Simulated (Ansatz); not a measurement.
Ansatz (a quantum-chemistry and plane-wave program) input (BHLYP/def2-TZVPD):

Ansatz 0.2 input:
```yaml
crystal:
  periodic: [false, false, false]
  atoms:
    - {symbol: Hg, position_ang: [0.79381529, -0.41421953, -0.64158118]}
    - {symbol: Br, position_ang: [-1.06307004, 1.64674589, -0.21714063]}
    - {symbol: Br, position_ang: [-0.75136491, -0.69995839, 1.68361190]}
basis:
  gaussian:
    orbitals: def2-TZVPD
hamiltonian:
  xc: {name: BHLYP}
magnetization: {spin_polarized: true, initial_magnetization: 2}
output: {forces: true}
```

End of the output:

```
integrals: 0.15 GiB planned
1103 factors; integrals over basis functions are off by at most 7.9e-4 eV
mean field: 1.54 GiB planned
mean field evaluation 1: about -144264.2040 eV, gradient 9.6e0 eV
mean field evaluation 2: about -144264.4729 eV, gradient 9.7e0 eV
mean field evaluation 4: about -144264.9168 eV, gradient 1.2e0 eV
mean field evaluation 8: about -144265.0806 eV, gradient 9.4e-2 eV
mean field evaluation 16: about -144265.0813 eV, gradient 3.8e-3 eV
mean field evaluation 32: about -144264.3841 eV, gradient 4.0e0 eV
mean field -144265.08125746 eV, -5301.6439498274 hartree, gradient 6.1e-6 eV, S^2 2.014337; 4 other end points of the search recorded, 0 dependent functions left out
the calculation of the forces begins
reference -144265.08142582 eV, -5301.6439560146 hartree; 46, 44 occupied and 114, 116 virtual orbitals, 1103 factors
Total energy: -144265.08142582 eV, -5301.6439560146 hartree
Atom 0 at     0.793815    -0.414220    -0.641581 Å, force    -0.166900     0.087090     0.134892 eV/Å
Atom 1 at    -1.063070     1.646746    -0.217141 Å, force     0.096944    -0.145135     0.014838 eV/Å
Atom 2 at    -0.751365    -0.699958     1.683612 Å, force     0.069956     0.058045    -0.149731 eV/Å
Dipole moment:     0.494553    -0.258062    -0.399710 e Å
```

The spin state was set by rule; other spins were not relaxed.
